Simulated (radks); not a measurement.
Values are calculated unless marked as measured or tabulated.
Task: These are the eigenvalues of the occupied orbitals of an atom or ion with whole-number occupations (eV). Level of theory: scalar-relativistic Kohn-Sham, exchange-only LDA, spin-polarised, spherical densities, finite nucleus; Fermi nuclear charge, rms radius of each element as measured or else 0.836 A^(1/3) + 0.57 fm (a radial shooting solver on a logarithmic mesh with Libxc functionals).

orbital  eigenvalue
1s up     -11747.35
1s down   -11747.23
2s up     -1532.698
2s down   -1532.645
2p up     -1351.419
2p down   -1351.358
3s up     -237.8609
3s down   -237.7051
3p up     -181.7694
3p down   -181.5739
3d up      -89.0799
3d down    -88.7231
4s up      -57.0954

Which element is it, and in what charge state? The configuration may be excited. Open shells, if any, are filled with parallel spins first.

Result: Z = 33, arsenic, charge +4: As4+ in [Ar] 3d10 4s1. The list shows which subshells hold electrons but not how many an open one holds; the 1s level, -431.71 hartree, gives Z - s = 29.4 by -(Z - s)^2/2, which with screening and relativity narrows Z to a few neighbours, and the depths of the outer levels then fix element, charge and occupations together.
